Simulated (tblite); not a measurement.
HCl3Ge, charge -1, doublet, geometry from GFN2-xTB (a state made from the parent by changing its charge; the spin is typed, not shown lowest); GFN1-xTB (tblite).

Here is a job for tblite.
```
$ tblite run mol.xyz --method gfn1 --charge -1 --spin 1 --grad --json tblite.json --no-restart

# file mol.xyz
5

Ge     0.18961606     0.14465705     0.11687467
Cl    -0.81013033     2.36575078    -0.06066118
Cl     2.01410151    -1.47877166     0.11574629
Cl    -1.55983724    -1.16332174    -0.38022513
H     -0.01799083     0.06879887     1.78739072
```

Question: Predict the main parts of the log of this tblite run.

Answer: 
```
xTB calculator
 | screened Coulomb repulsion
 | Coulomb electrostatics
 |  * isotropic Klopman-Ohno-Mataga-Nishimoto electrostatics
 |  * onsite third-order electrostatics
 | DFT-D3(BJ) dispersion correction

halogen bonding energy    0.0000000000000E+00 Eh
repulsion energy          5.0145138818126E-03 Eh
dispersion energy        -2.2463959746010E-03 Eh
number of electrons       2.7000000000000E+01 e
integral cutoff           4.0000000000000E+01 bohr

------------------------------------------------------------
  cycle        total energy    energy error   density error
------------------------------------------------------------
      1     -15.05641824057  -1.5059186E+01   4.0806757E-01
      2     -15.21029207001  -1.5387383E-01   2.3087566E-01
      3     -15.27653363092  -6.6241561E-02   1.6662381E-01
      4     -15.31518454875  -3.8650918E-02   3.2769282E-02
      5     -15.31899128875  -3.8067400E-03   4.0545385E-03
      6     -15.31899566351  -4.3747641E-06   1.9281067E-03
      7     -15.31900059512  -4.9316131E-06   1.0075998E-03
      8     -15.31900227762  -1.6825010E-06   1.6017577E-04
      9     -15.31900232069  -4.3068619E-08   6.1877935E-05
     10     -15.31900232839  -7.6950482E-09   6.7066815E-06
------------------------------------------------------------

electronic energy        -1.5321770446295E+01 Eh
total energy             -1.5319002328388E+01 Eh

Post processing:
 | Mayer-Wiberg bond orders

[Info] Tight-binding results written to 'tblite.txt'
[Info] JSON dump of results written to 'tblite.json'
```
